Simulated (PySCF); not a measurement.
Job file and geometry (Å, from GFN2-xTB) of an NMR shielding run on SMILES [H]/N=C\CNC[SiH2]C#N, C4H9N3Si, GIAO PBE0/pcSseg-1 NMR shielding, non-relativistic, gas phase in PySCF; density fitting, a coarse starting grid and PySCF grid level 2 are the driver's defaults:

```
$ OMP_NUM_THREADS=1 python probes_run.py task.json out

{"job": {"kind": "nmr", "xc": "PBE0", "basis": "pcSseg-1"}, "charge": 0, "multiplicity": 1}
N      4.646808     0.395181    -1.327262
C      3.748932     0.268706    -0.627164
Si     2.280102     0.066866     0.510429
C      0.737215     0.131273    -0.608214
N     -0.451221     0.006827     0.216693
C     -1.687599    -0.050030    -0.538420
C     -2.866408    -0.290881     0.367128
N     -2.847748    -0.644625     1.566980
H      2.308701     1.207111     1.433011
H      2.400761    -1.220683     1.190292
H      0.722700     1.041480    -1.233121
H      0.744039    -0.716444    -1.300977
H     -0.499322     0.784172     0.870385
H     -1.624009    -0.894755    -1.235744
H     -1.870672     0.857513    -1.143265
H     -3.840066    -0.138588    -0.091391
H     -1.909211    -0.791092     1.940730
```

Task: What does the program print?

Result: 
```
coarse grid: 14736 points
cycle   1  E = -610.8804528495  dE =  8.367e-01  |g| = 5.369e-01  |ddm| = 3.712e+00
cycle   2  E = -610.7381399615  dE =  1.423e-01  |g| = 9.719e-01  |ddm| = 1.235e+00
cycle   3  E = -610.9471369633  dE = -2.090e-01  |g| = 1.689e-01  |ddm| = 7.470e-01
cycle   4  E = -610.9524037268  dE = -5.267e-03  |g| = 7.102e-02  |ddm| = 1.446e-01
cycle   5  E = -610.9533245086  dE = -9.208e-04  |g| = 2.741e-02  |ddm| = 5.339e-02
cycle   6  E = -610.9534890881  dE = -1.646e-04  |g| = 5.207e-03  |ddm| = 2.412e-02
cycle   7  E = -610.9534945966  dE = -5.509e-06  |g| = 2.034e-03  |ddm| = 6.178e-03
final grid: 138088 points
cycle   8  E = -610.9952175536  dE = -2.865e-05  |g| = 8.466e-03  |ddm| = 2.633e-02
cycle   9  E = -610.9952072935  dE =  1.026e-05  |g| = 1.085e-02  |ddm| = 1.786e-02
cycle  10  E = -610.9952344341  dE = -2.714e-05  |g| = 1.785e-03  |ddm| = 1.008e-02
cycle  11  E = -610.9952350639  dE = -6.298e-07  |g| = 5.768e-04  |ddm| = 1.259e-03
cycle  12  E = -610.9952351292  dE = -6.534e-08  |g| = 1.741e-04  |ddm| = 4.317e-04
cycle  13  E = -610.9952351355  dE = -6.247e-09  |g| = 3.437e-05  |ddm| = 1.315e-04
cycle  14  E = -610.9952351357  dE = -1.987e-10  |g| = 1.550e-05  |ddm| = 3.750e-05
converged SCF energy = -610.9952351357

GIAO shielding tensors (ppm)
atom      isotropic    diamagn.    paramagn.     s11        s22        s33       span
  0 N      -99.736     336.553    -436.289   -301.086   -297.436    299.315    600.400
  1 C       64.297     261.360    -197.063    -49.615    -46.252    288.758    338.373
  2 Si     423.269     879.227    -455.957    385.925    425.781    458.101     72.176
  3 C      148.433     251.855    -103.423    122.645    134.517    188.136     65.491
  4 N      227.633     324.133     -96.500    189.654    220.272    272.974     83.319
  5 C      123.347     249.361    -126.014    101.631    108.657    159.753     58.122
  6 C       14.150     251.522    -237.372   -103.493     24.615    121.328    224.821
  7 N      -89.238     327.428    -416.666   -439.650   -102.959    274.896    714.546
  8 H       27.354      28.352      -0.998     23.864     26.267     31.930      8.066
  9 H       27.213      28.127      -0.914     23.745     25.803     32.092      8.347
 10 H       28.789      32.471      -3.681     24.132     27.844     34.391     10.260
 11 H       29.087      32.979      -3.892     24.987     28.541     33.732      8.745
 12 H       32.190      37.705      -5.515     23.365     33.489     39.716     16.351
 13 H       28.388      31.623      -3.236     25.275     27.006     32.882      7.607
 14 H       28.250      31.620      -3.370     24.430     26.643     33.676      9.245
 15 H       23.726      26.444      -2.718     21.656     22.530     26.992      5.336
 16 H       20.137      37.577     -17.440      9.267     22.386     28.757     19.490
```

Task: Turn these shieldings into chemical shifts. Scale: ¹⁵N (267.73 ppm) vs NH3; ¹³C (186.93 ppm) and ²⁹Si (349.16 ppm) and ¹H (31.72 ppm) against TMS (reference shieldings calculated alike).

Result: Averaging equivalent atoms: N 0: 367.5; N 7: 357.0; N 4: 40.1; C 6: 172.8; C 1: 122.6; C 5: 63.6; C 3: 38.5; Si 2: -74.1; H 16: 11.58; H 15: 7.99; H 8/9: 4.43; H 13/14: 3.40; H 10/11: 2.78; H 12: -0.47 ppm. Experimental scales use liquid or dissolved standards, which lie at an offset from isolated NH3 (liquid NH3: subtract about 20 ppm). Unscaled 15N shifts of sp2 nitrogen come out 20 to 40 ppm too high even then.

Size and cost of the density-fitted run: 188 basis functions, 27 s wall time on 1 thread of an Arm Neoverse V2, shared host; peak memory 0.83 GiB.
